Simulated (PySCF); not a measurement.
Al(Me)(SH)2 (CH₅AlS₂), SMILES [SH][Al]([SH])[CH3].

Coordinates come from a B3LYP-D3(BJ)/def2-SVP optimisation. The structure was generated by enumeration; whether it is a known compound was not checked. Other conformers were not sampled.

Calculation: PySCF 2.14.0 with B3LYP-D3(BJ)/def2-SVP.

Frequencies are harmonic and unscaled.

Computed vibrational spectrum:
```
mode  ν (cm⁻¹)  IR (km/mol)  moving atoms (share of kinetic energy)
----  --------  -----------  --------------------------------------
1           11          0.0                                  H 98 %
2          141         13.3          S 61 %, Al 19 %, H 11 %, C 9 %
3          142          1.6                  C 37 %, S 28 %, H 27 %
4          173         12.1                 Al 66 %, H 15 %, S 12 %
5          192          0.1                                  H 98 %
6          262         37.3                                  H 93 %
7          387         12.5                 S 69 %, C 17 %, Al 10 %
8          527         53.3                 Al 49 %, S 27 %, H 23 %
9          594          0.8                                  H 87 %
10         636         40.4                 H 58 %, C 24 %, Al 13 %
11         658         26.7                          H 76 %, C 18 %
12         706         39.9                 H 49 %, Al 34 %, C 16 %
13         736        125.6                 H 66 %, Al 15 %, C 14 %
14        1219         16.8                          H 80 %, C 20 %
15        1425          0.7                                  H 96 %
16        1428          3.1                                  H 95 %
17        2673          1.8                                  H 97 %
18        2677          2.7                                  H 97 %
19        3022          2.0                                  H 97 %
20        3107          3.5                           H 91 %, C 9 %
21        3122          3.9                           H 91 %, C 9 %
```
